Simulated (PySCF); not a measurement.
SMILES C(=Cc1ccc[se]1)c1cccs1 (C10H8SSe) (GFN2-xTB optimised geometry):

```
20

C     -0.140    -0.658     0.000
C      0.219     0.642     0.000
C     -0.690     1.745     0.000
C     -2.065     1.745     0.000
C     -2.667     3.017     0.000
C     -1.799     4.065     0.000
Se    -0.033     3.512     0.000
C      0.772    -1.758     0.000
C      2.146    -1.780     0.000
C      2.681    -3.079     0.000
C      1.724    -4.045     0.000
S      0.141    -3.384     0.000
H     -1.187    -0.924     0.000
H      1.271     0.901     0.000
H     -2.644     0.838     0.000
H     -3.736     3.150     0.000
H     -2.053     5.110     0.000
H      2.752    -0.892     0.000
H      3.736    -3.290     0.000
H      1.850    -5.110     0.000
```

Level of theory: PBE/def2-SVP (PySCF).

**Question.** What are the frontier orbital energies and the dipole moment?

**Answer.** HOMO-2 -6.22 eV, HOMO-1 -5.94 eV, HOMO -4.71 eV, LUMO -2.40 eV, LUMO+1 -0.84 eV; dipole moment 0.21 D.

Meta-Löwdin charges at PBE/def2-SVP: C1 -0.11, C2 -0.11, C3 -0.11, C4 -0.14, C5 -0.13, C6 -0.26, Se7 0.29, C8 -0.09, C9 -0.15, C10 -0.13, C11 -0.24, S12 0.25, H13 0.10, H14 0.10, H15 0.11, H16 0.12, H17 0.13, H18 0.11, H19 0.12, H20 0.13.
